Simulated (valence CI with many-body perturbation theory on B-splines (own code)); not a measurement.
# Cd16+: calculated level list

Method: valence CI with perturbative core correlation (CI+MBPT): four valence electrons over a frozen Dirac-Fock core [Ar] 3d10, radial functions for each j: 11 s, 11 p, 10 d, 8 f, 5 g, 2 h, with the one-electron correlation potential Σ1, the two-electron term Σ2, the three-electron term Σ3, Breit, model QED; selected CI, second order for the rest, scaled by the run's own slope (own B-spline code, finite nucleus).

No measured spectrum was set against this ion. As an estimate, levels hold to about 250 cm⁻¹ or 0.2 % of their energy and the worst to 1 %, as in measured heavy ions of charge 2 to 7; those with d or f electrons hold less well. Among the levels kept, up to 480 cm⁻¹ of a level comes from second order outside the variational space, and about a tenth of that is noise between levels of different J, which matters for small intervals.

Levels 1 to 45 of 184, with energies above the lowest level, 4s²4p² ³P_0. "Leading %" is the weight of the configuration and term that name the level; weights of strongly mixed levels are sums over their largest components and can fall short, so below about 35 % the name and the second component can differ from the true leading terms, or belong to a minority configuration. In the jj column 3d3/2^4 stands for four electrons in 3d with j = 3/2. Lifetimes count E1, E2, E3, M1 and M2 decay at the calculated energies, and are blank where another channel may lead or the interval is too uncertain; long ones can be off by a factor of two.

| No. | Configuration | Term | J | E (eV) | Leading % | Leading jj | Lifetime | Second component |
| --- | --- | --- | --- | --- | --- | --- | --- | --- |
| 1 | 4s²4p² | ³P | 0 | 0.00 | 82 | 4s^2 4p1/2^2 (95 %) |  | 17 % 4s²4p² ¹S |
| 2 | 4s²4p² | ³P | 1 | 6.28 | 98 | 4s^2 4p1/2 4p3/2 (98 %) | 516 μs |  |
| 3 | 4s²4p² | ³P | 2 | 8.13 | 52 | 4s^2 4p1/2 4p3/2 (94 %) | 30.9 ms | 46 % 4s²4p² ¹D |
| 4 | 4s²4p² | ¹D | 2 | 15.93 | 52 | 4s^2 4p3/2^2 (94 %) | 181 μs | 46 % 4s²4p² ³P |
| 5 | 4s²4p² | ¹S | 0 | 20.77 | 81 | 4s^2 4p3/2^2 (94 %) | 67.5 μs | 17 % 4s²4p² ³P |
| 6 | 4s4p³ | ⁵S° | 2 | 41.50 | 81 | 4s 4p1/2^2 4p3/2 (61 %) | 1.16 ns | 14 % 4s4p³ ³P° |
| 7 | 4s4p³ | ³D° | 1 | 49.14 | 67 | 4s 4p1/2^2 4p3/2 (67 %) | 81.9 ps | 19 % 4s4p³ ³P° |
| 8 | 4s4p³ | ³D° | 2 | 50.36 | 66 | 4s 4p1/2 4p3/2^2 (70 %) | 170 ps | 15 % 4s4p³ ³P° |
| 9 | 4s4p³ | ³D° | 3 | 52.73 | 94 | 4s 4p1/2 4p3/2^2 (94 %) | 207 ps | 5 % 4s²4p4d ³D° |
| 10 | 4s4p³ | ³P° | 0 | 56.90 | 95 | 4s 4p1/2 4p3/2^2 (95 %) | 69.2 ps |  |
| 11 | 4s4p³ | ³P° | 1 | 57.85 | 68 | 4s 4p1/2 4p3/2^2 (76 %) | 52.8 ps | 19 % 4s4p³ ³D° |
| 12 | 4s4p³ | ³P° | 2 | 58.62 | 33 | 4s 4p1/2 4p3/2^2 (54 %) | 52.9 ps | 31 % 4s4p³ ¹D° |
| 13 | 4s4p³ | ³S° | 1 | 64.17 | 55 | 4s 4p1/2 4p3/2^2 (72 %) | 10.0 ps | 32 % 4s4p³ ¹P° |
| 14 | 4s4p³ | ¹D° | 2 | 64.99 | 44 | 4s 4p3/2^3 (59 %) | 49.4 ps | 31 % 4s4p³ ³P° |
| 15 | 4s²4p4d | ³F° | 2 | 72.57 | 87 | 4s^2 4p1/2 4d3/2 (85 %) | 65.9 ps | 5 % 4s4p³ ¹D° |
| 16 | 4s4p³ | ¹P° | 1 | 72.99 | 53 | 4s 4p3/2^3 (73 %) | 10.8 ps | 33 % 4s4p³ ³S° |
| 17 | 4s²4p4d | ³F° | 3 | 75.77 | 89 | 4s^2 4p1/2 4d5/2 (71 %) | 68.1 ps | 5 % 4s²4p4d ³D° |
| 18 | 4s²4p4d | ³P° | 2 | 78.75 | 45 | 4s^2 4p1/2 4d5/2 (84 %) | 8.21 ps | 25 % 4s²4p4d ¹D° |
| 19 | 4s²4p4d | ³D° | 1 | 80.04 | 55 | 4s^2 4p1/2 4d3/2 (85 %) | 5.15 ps | 26 % 4s²4p4d ³P° |
| 20 | 4s²4p4d | ³F° | 4 | 81.35 | 98 | 4s^2 4p3/2 4d5/2 (98 %) |  |  |
| 21 | 4s²4p4d | ¹D° | 2 | 84.56 | 43 | 4s^2 4p3/2 4d3/2 (53 %) | 6.66 ps | 30 % 4s²4p4d ³D° |
| 22 | 4s²4p4d | ³P° | 0 | 85.67 | 94 | 4s^2 4p3/2 4d3/2 (94 %) | 7.43 ps |  |
| 23 | 4s²4p4d | ³P° | 1 | 86.38 | 63 | 4s^2 4p3/2 4d3/2 (82 %) | 6.32 ps | 28 % 4s²4p4d ³D° |
| 24 | 4s²4p4d | ³D° | 3 | 86.50 | 76 | 4s^2 4p3/2 4d3/2 (39 %) | 5.29 ps | 9 % 4s²4p4d ¹F° |
| 25 | 4s²4p4d | ³D° | 2 | 87.35 | 43 | 4s^2 4p3/2 4d5/2 (58 %) | 6.42 ps | 40 % 4s²4p4d ³P° |
| 26 | 4s²4p4d | ¹F° | 3 | 92.41 | 85 | 4s^2 4p3/2 4d5/2 (56 %) | 4.58 ps | 11 % 4s²4p4d ³D° |
| 27 | 4s²4p4d | ¹P° | 1 | 93.75 | 81 | 4s^2 4p3/2 4d5/2 (78 %) | 6.67 ps | 8 % 4s²4p4d ³D° |
| 28 | 4p⁴ | ³P | 2 | 97.64 | 60 | 4p1/2^2 4p3/2^2 (80 %) | 33.0 ps | 21 % 4p⁴ ¹D |
| 29 | 4p⁴ | ³P | 0 | 102.21 | 52 | 4p1/2^2 4p3/2^2 (75 %) | 25.7 ps | 30 % 4p⁴ ¹S |
| 30 | 4p⁴ | ³P | 1 | 104.82 | 73 | 4p1/2 4p3/2^3 (73 %) | 29.3 ps | 19 % 4s4p²4d ³P |
| 31 | 4p⁴ | ¹D | 2 | 106.00 | 56 | 4p1/2 4p3/2^3 (75 %) | 41.7 ps | 19 % 4p⁴ ³P |
| 32 | 4s4p²4d | ⁵F | 1 | 106.73 | 80 | 4s 4p1/2^2 4d3/2 (62 %) | 187 ps | 7 % 4s4p²4d ³D |
| 33 | 4s4p²4d | ⁵F | 2 | 107.63 | 70 | 4s 4p1/2^2 4d3/2 (41 %) | 157 ps | 16 % 4s4p²4d ⁵D |
| 34 | 4s4p²4d | ⁵F | 3 | 109.40 | 60 | 4s 4p1/2^2 4d5/2 (48 %) | 129 ps | 28 % 4s4p²4d ⁵D |
| 35 | 4s4p²4d | ⁵D | 0 | 112.18 | 92 | 4s 4p1/2 4p3/2 4d3/2 (90 %) | 364 ps |  |
| 36 | 4s4p²4d | ⁵D | 1 | 112.57 | 83 | 4s 4p1/2 4p3/2 4d3/2 (80 %) | 127 ps | 8 % 4s4p²4d ⁵F |
| 37 | 4s4p²4d | ⁵F | 4 | 112.60 | 77 | 4s 4p1/2 4p3/2 4d5/2 (81 %) | 3.09 ns | 20 % 4s4p²4d ⁵D |
| 38 | 4s4p²4d | ⁵D | 2 | 112.78 | 55 | 4s 4p1/2 4p3/2 4d3/2 (73 %) | 84.5 ps | 21 % 4s4p²4d ⁵F |
| 39 | 4s4p²4d | ⁵D | 3 | 113.22 | 36 | 4s 4p1/2 4p3/2 4d3/2 (59 %) | 76.1 ps | 30 % 4s4p²4d ⁵F |
| 40 | 4s4p²4d | ⁵D | 4 | 114.77 | 51 | 4s 4p1/2 4p3/2 4d5/2 (45 %) | 1.07 ns | 31 % 4s4p²4d ³F |
| 41 | 4s4p²4d | ³F | 2 | 115.29 | 76 | 4s 4p1/2 4p3/2 4d5/2 (34 %) | 65.5 ps | 6 % 4s4p²4d ⁵D |
| 42 | 4s4p²4d | ⁵F | 5 | 115.37 | 86 | 4s 4p1/2 4p3/2 4d5/2 (70 %) | 1.72 ns | 13 % 4s4p²4d ³G |
| 43 | 4p⁴ | ¹S | 0 | 117.01 | 48 | 4p3/2^4 (62 %) | 31.4 ps | 23 % 4p⁴ ³P |
| 44 | 4s4p²4d | ³F | 3 | 117.80 | 61 | 4s 4p1/2 4p3/2 4d5/2 (61 %) | 23.7 ps | 22 % 4s4p²4d ⁵P |
| 45 | 4s4p²4d | ³P | 2 | 118.59 | 58 | 4s 4p1/2 4p3/2 4d5/2 (62 %) | 12.7 ps | 10 % 4s4p²4d ³D |

Names give the largest LS component (configuration and term), which can be under half, so a name can repeat, a term be missing and a line seem to break the LS rules; names also repeat where a configuration has a term twice.

The ionisation energy to 4s²4p ²P°1/2 of the next ion comes out as 421.62 eV (NIST: 421 ± 3 eV (theoretical)). All 184 levels together are meant to be complete up to 190.03 eV.
